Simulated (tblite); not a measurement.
C8H5O (doublet state).
Numbering: `[CH:1]#[C:2]/[C:3](=[C:4]/[C:5]#[C:6][CH3:7])[CH:8]=[O:9]` (hydrogens: H10 on C1; H11, H12, H13 on C7; H14 on C8)

A start from a force field or distance geometry was refined with tblite, GFN2-xTB geometry optimisation, gas phase. Values at the start:

```
coordinate    start
     C1≡C2  1.216 Å
    C1–H10  1.046 Å
     C2–C3  1.451 Å
     C3=C4  1.310 Å
     C3–C8  1.482 Å
     C4–C5  1.436 Å
     C5≡C6  1.222 Å
     C6–C7  1.466 Å
    C7–H11  1.125 Å
     C8=O9  1.240 Å
    C8–H14  1.094 Å
  C1–C2–C3   178.0°
  C2–C3–C4   123.0°
  C2–C3–C8   117.9°
  C3–C4–C5   123.4°
  C3–C8–O9   122.4°
  C4–C3–C8   119.1°
  C4–C5–C6   178.8°
  C5–C6–C7   178.9°
```

Q: How do these coordinates change at the GFN2-xTB level?

A: 
```json
{"coordinate": "C4–C5", "GFN2-xTB (Å or °)": "1.306", "change": "-0.130"}
{"coordinate": "C8=O9", "GFN2-xTB (Å or °)": "1.202", "change": "-0.038"}
{"coordinate": "C2–C3", "GFN2-xTB (Å or °)": "1.416", "change": "-0.035"}
{"coordinate": "C6–C7", "GFN2-xTB (Å or °)": "1.433", "change": "-0.033"}
{"coordinate": "C7–H11", "GFN2-xTB (Å or °)": "1.093", "change": "-0.032"}
{"coordinate": "C1≡C2", "GFN2-xTB (Å or °)": "1.200", "change": "-0.016"}
{"coordinate": "C8–H14", "GFN2-xTB (Å or °)": "1.107", "change": "+0.013"}
{"coordinate": "C3=C4", "GFN2-xTB (Å or °)": "1.323", "change": "+0.013"}
{"coordinate": "C5≡C6", "GFN2-xTB (Å or °)": "1.234", "change": "+0.012"}
{"coordinate": "C1–H10", "GFN2-xTB (Å or °)": "1.049", "change": "+0.003"}
{"coordinate": "C3–C8", "GFN2-xTB (Å or °)": "1.480", "change": "-0.002"}
{"coordinate": "C3–C4–C5", "GFN2-xTB (Å or °)": "161.3", "change": "+37.9"}
{"coordinate": "C4–C5–C6", "GFN2-xTB (Å or °)": "172.8", "change": "-6.0"}
{"coordinate": "C5–C6–C7", "GFN2-xTB (Å or °)": "175.8", "change": "-3.1"}
{"coordinate": "C3–C8–O9", "GFN2-xTB (Å or °)": "125.1", "change": "+2.7"}
{"coordinate": "C4–C3–C8", "GFN2-xTB (Å or °)": "121.0", "change": "+1.9"}
{"coordinate": "C2–C3–C8", "GFN2-xTB (Å or °)": "116.9", "change": "-1.0"}
{"coordinate": "C2–C3–C4", "GFN2-xTB (Å or °)": "122.1", "change": "-0.9"}
{"coordinate": "C1–C2–C3", "GFN2-xTB (Å or °)": "178.5", "change": "+0.5"}
```

The energy falls by 17.1 kcal/mol over 103 L-BFGS steps, the largest force on an atom goes from 4.67 to 0.005 eV/Å, and the atoms move by 1.175 Å rms after alignment. The bond that changes most is C4–C5 (both ends carbon bonded to 2 C), which shortens by 0.130 Å. Bonds longer at the end by more than 0.005 Å: 4 of 13; shorter: 7. Rotational constants go from 3807, 798.1, 662.6 to 3585, 704.9, 591.3 MHz.

Its lowest GFN2-xTB frequency is 12 cm⁻¹, too small to tell a flat minimum from a shallow saddle.

The values belong to the conformer `[CH:1]#[C:2]/[C:3](=[C:4]/[C:5]#[C:6][CH3:7])[CH:8]=[O:9]`: C2–C3–C8–O9 0°.

All values are computed, not measured.
